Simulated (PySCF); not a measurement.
A TDDFT job was run through a driver script with this input:

```
{"job": {"kind": "uv", "xc": "PBE0", "basis": "def2-SVPD", "nstates": 6, "ntriplets": 2}, "charge": 0, "multiplicity": 1}
C      2.021877    -0.005259    -0.571265
C      0.574546    -0.082555    -0.240355
C     -0.212898    -1.150701    -0.429495
C     -1.606544    -1.023243    -0.026685
C     -1.982095     0.149203     0.498874
Si    -0.490331     1.288059     0.512691
Br     0.195272     1.793153     2.572286
H      2.599990     0.239959     0.320473
H      2.201032     0.784030    -1.302211
H      2.385627    -0.947835    -0.977531
H      0.137947    -2.082845    -0.849289
H     -2.272573    -1.864359    -0.155468
H     -2.984609     0.351819     0.832320
H     -0.567919     2.550103    -0.206511
```

Its output, with some lines taken out ([cut]) and without the SCF cycles:

```
converged SCF energy = -3057.2254778056

Static polarisability (au): isotropic 102.272, principal 79.796 106.517 120.502

Singlet excitations
state   eV       nm        f      main configurations
  1   3.7966    326.6   0.04219   H->L 0.98
[cut]
  3   5.1342    241.5   0.00741   H-2->L 0.96
  4   6.0166    206.1   0.00177   H->L+1 0.65, H-3->L 0.23
[cut]
  6   6.1113    202.9   0.00714   H->L+2 0.67, H->L+1 0.14, H->L+3 0.11

[cut]
```

The calculation used TDDFT PBE0/def2-SVPD, vertical, gas phase, core orbitals frozen in the response (PySCF). Geometry: GFN2-xTB; no solvent, vibrations or thermal averaging. Relativistic effects, spin–orbit coupling among them, are left out although an element past zinc is present.

What stood in the cut lines?

```
  2   4.8237    257.0   0.00709   H-1->L 0.94
  5   6.0325    205.5   0.01173   H-3->L 0.67, H->L+1 0.17, H->L+2 0.12
Triplet excitations (Tamm-Dancoff, eV): 2.3385 4.4433
```

What is the total energy of state 5 at this geometry?

-3057.22548 + 0.22169 = -3057.00379 hartree.

What is the gap between the lowest singlet and the lowest triplet?

3.7966 − 2.3385 = 1.4581 eV (full response against Tamm–Dancoff).

Give the mean polarisability in Å³.

102.27 au × 0.148185 = 15.15 Å³.

Write the structure that the coordinates describe.

`C1([Si@H](Br)C=CC=1)C` (C5H7BrSi), point group C1.

H and L stand for HOMO and LUMO.
